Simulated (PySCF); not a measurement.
## From computed data to an observable: refractive index and permittivity of the vapour

Ge(NH2)(SH) (GeH₃NS), SMILES [Ge]([NH2])[SH] (connectivity only; charge and spin as stated), neutral, multiplicity 1.

Geometry optimised at ωB97X-D3(BJ)/def2-TZVP. The values are those of a single conformer.

r2SCAN/def2-TZVPD in PySCF gives a mean static polarisability of 67.3 bohr³ and a dipole moment of 1.40 D. Take an ideal gas at 298.15 K and 0.01 bar, whether or not the substance is that volatile.

Work out n − 1 in the optical limit and the static ε − 1.


Polarisability volume α' = 67.3 × 0.148185 = 9.97 Å³. Number density N = p/kT = 2.43e-7 Å⁻³.
Dilute limit of Lorentz–Lorenz: n − 1 = 2π N α' = 1.5e-5.
Orientation term of Debye: μ²/(3kT) = 8.098 Å³ × μ²(D²) = 15.87 Å³.
ε − 1 = 4π N (α' + μ²/3kT) = 7.9e-5. Orientation of the dipole supplies 61 % of the static response; it can't follow optical fields. Vibrational polarisation and dispersion are left out.
